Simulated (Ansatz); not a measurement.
Molecule: BaF, net charge 0, doublet state. 
Geometry from a B3LYP-D3(BJ)/def2-TZVP (Ansatz, a first-principles code) optimisation:
```xyz
2

Ba     0.0000     0.0000    -0.3002
F      0.0000     0.0000     1.8681
```
Charge 0, spin multiplicity 2.

Dipole moments at this geometry, in debye (magnitudes).

```
level               program  dipole (D)
------------------  -------  ----------
revPBE/def2-TZVPD    Ansatz        2.86
B97M-V/def2-TZVPD    Ansatz        3.50
LC-wPBE/def2-TZVPD   Ansatz        2.21
wB97M-V/def2-TZVPD   Ansatz        2.84
CCSD(T)/def2-SVPD    Ansatz        2.59
```
